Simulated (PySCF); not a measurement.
**One molecule, a ladder of functionals, a line**

Molecule: `C#CBCOC`, C4H7BO.

Cartesian coordinates in Å; atom numbers follow the order of the lines, from 1:
```xyz
13

C     3.3716    1.2536   -0.0705
C     2.4393    0.4811   -0.2173
B     1.2851   -0.4893   -0.4010
C    -0.1835    0.0049   -0.1989
O    -1.1368   -0.9856   -0.4332
C    -2.4444   -0.5560   -0.2317
H     4.1953    1.9335    0.0579
H     1.5170   -1.6375   -0.6943
H    -0.3465    0.9009   -0.8440
H    -0.2565    0.4141    0.8382
H    -3.1171   -1.4011   -0.4359
H    -2.6155   -0.2155    0.8102
H    -2.7176    0.2808   -0.9069
```

GIAO shieldings (ppm, equivalent atoms averaged) in PySCF 2.14.0 with density-fitted response routines on the PBE0-D3(BJ)/def2-SVP geometry, basis pcSseg-1, gas phase, non-relativistic:

```tsv
functional	exact exchange (%)	σ(C2)	σ(C4)	σ(C6)	σ(B3)
BLYP	0	77.7	90.0	110.6	21.6
BP86	0	81.2	94.8	115.6	24.7
PBE	0	80.9	94.8	116.3	23.2
B3LYP	20	85.0	98.1	116.4	25.7
PBE0	25	90.0	104.5	122.8	28.7
mPW1PW91	25	89.7	104.2	122.0	29.3
HF	100	111.1	123.3	135.0	46.7
```

Q: Fit each shielding as a line in the percentage of exact exchange.

A: σ(C2) = 80.3 + 0.31 x (rms 1.5 ppm); σ(C4) = 94.0 + 0.30 x (rms 2.3 ppm); σ(C6) = 114.7 + 0.21 x (rms 2.4 ppm); σ(B3) = 22.8 + 0.24 x (rms 1.1 ppm). The functionals also differ in their semilocal parts, which the line can't hold; Hartree–Fock has no correlation at all.

Q: What does the line predict for BHandHLYP (50 %), and what does the run give?

A: σ(C2): 95.8 predicted, 94.8 computed; σ(C4): 109.0 predicted, 108.1 computed; σ(C6): 125.2 predicted, 123.8 computed; σ(B3): 34.8 predicted, 32.5 computed ppm.
